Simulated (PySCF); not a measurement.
# Worked example: chemical shift, span and skew from a shielding tensor

C3H9FSi, SMILES C[Si](F)(C)C. Atoms are numbered in the order given.

```xyz
14

C     -1.5494     0.8946    -0.5282
Si     0.0000     0.0000     0.0226
C      1.5494     0.8946    -0.5282
C      0.0000    -1.7891    -0.5282
F      0.0000     0.0000     1.6672
H     -1.6122     0.9308    -1.6286
H     -2.4537     0.3875    -0.1547
H     -1.5625     1.9312    -0.1547
H      2.4537     0.3875    -0.1547
H      1.6122     0.9308    -1.6286
H      1.5625     1.9312    -0.1547
H      0.0000    -1.8616    -1.6286
H     -0.8912    -2.3188    -0.1547
H      0.8912    -2.3188    -0.1547
```
Charge 0, spin multiplicity 1.

Coordinates come from a B3LYP-D3(BJ)/def2-SVP optimisation.

GIAO shieldings from B3LYP/pcSseg-1 (PySCF), non-relativistic, no solvent. The symmetric part of the tensor of F5 has the principal values 348.3, 348.3, 367.9 ppm. The same nucleus in CFCl3 has σ = 161.7 ppm at this level (PySCF, at its B3LYP-D3(BJ)/def2-TZVP geometry).

Q: Work out the isotropic shielding, the ¹⁹F shift against CFCl3, the span and the skew.

A: 
σ(iso) = (σ11 + σ22 + σ33)/3 = 354.8 ppm. δ = σ(ref) − σ(iso) = 161.7 − (354.8) = -193.1 ppm.
Span Ω = σ33 − σ11 = 19.6 ppm. Skew κ = 3(σ(iso) − σ22)/Ω = 1.00, an axial tensor. Tumbling in solution averages the tensor to δ; in a static solid the shielding alone would spread this spin-1/2 line over Ω.
